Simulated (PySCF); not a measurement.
Species: (F2P)2Te, F₄P₂Te.
Bonds: F1–P2, P2–F3, P2–Te4, Te4–P5, P5–F6, P5–F7.

Method: PBE0-D3(BJ)/def2-SVP geometry optimisation, gas phase, def2 core potentials past Kr (PySCF); density fitting, grid level 1; the optimiser is geomeTRIC in internal coordinates, started from a GFN2-xTB structure with every atom displaced at random (about 0.01 Å).

Step 0: E = -36709.7360 eV
```
atom  x, y, z in Å  |  force x, y, z in eV/Å
F1      2.7094   -1.0602    0.1532   -0.816   0.519   0.452
P2      1.6670    0.1625    0.5200    1.489  -0.648  -0.449
F3      2.5441    1.2486   -0.2901   -0.172   0.247   0.222
Te4    -0.0649   -0.2410   -1.1698   -0.307  -0.105  -0.234
P5     -1.5908    0.0377    0.7856   -0.562  -0.068  -0.188
F6     -2.5601   -1.2286    0.5806    0.199  -0.348   0.173
F7     -2.6708    1.0519    0.1616    0.169   0.403   0.024
```

Question: Estimate the geometry and energy of step 1. (The exact step hangs on the optimiser's Hessian estimate; all steps are aligned on step 0, rigid shifts and turns removed.)

Answer: E = -36709.8114 eV, largest force 0.145 eV/Å
```
atom  x, y, z in Å  |  force x, y, z in eV/Å
F1      2.6119   -1.1040    0.2208    0.110   0.020   0.003
P2      1.7568    0.2285    0.4985   -0.056  -0.029   0.128
F3      2.6662    1.2366   -0.3615    0.021  -0.015  -0.026
Te4    -0.0858   -0.1616   -1.1433   -0.088   0.020  -0.113
P5     -1.6613    0.0247    0.7972   -0.066  -0.038  -0.016
F6     -2.5262   -1.3133    0.5526    0.038   0.132   0.013
F7     -2.7276    1.0600    0.1769    0.041  -0.089   0.010
```

The energy changes by -0.0753 eV. The first-order estimate −F·Δx gives -0.2038 eV and the mean of the old and new forces, exact on a quadratic surface, -0.0897 eV. The step makes an angle of 71° with the force vector and moves no atom by more than 0.142 Å.

What follows is the cost of the whole optimisation. On Arm Neoverse V2, one thread (shared host), this took 34 s wall and 0.50 GiB of memory at its peak.
